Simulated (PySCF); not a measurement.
## Ionisation energy along the 7-electron series

Calculated with PySCF 2.14 and a two-component X2C-1e Hamiltonian (Gaussian nucleus, no Breit or QED terms), each ion in its own even-tempered basis scaled to its charge; GMP2 freezes nothing and drops the highest virtual spinors. Values in eV. NIST values: (m) measured, (s) semi-empirical, (t) theoretical.

```json
{"ion": "Fe¹⁹⁺", "configuration": "[He] 2s2 2p3", "GHF (spin-free)": "1585.0", "GMP2 (spin-free)": "1585.0", "GHF (screened spin-orbit)": "1578.1", "GMP2 (screened spin-orbit)": "1577.6", "NIST": "1575.6 ± 0.5 (m)"}
{"ion": "Co²⁰⁺", "configuration": "[He] 2s2 2p3", "GHF (spin-free)": "1736.6", "GMP2 (spin-free)": "1736.7", "GHF (screened spin-orbit)": "1728.2", "GMP2 (screened spin-orbit)": "1727.4", "NIST": "1724 ± 3 (s)"}
{"ion": "Ni²¹⁺", "configuration": "[He] 2s2 2p3", "GHF (spin-free)": "1895.3", "GMP2 (spin-free)": "1895.3", "GHF (screened spin-orbit)": "1835.1", "GMP2 (screened spin-orbit)": "1835.6", "NIST": "1880 ± 5 (s)"}
```

Between Z = 26 and Z = 28 the GMP2 (screened spin-orbit) value grows as Z to the power 2.04.
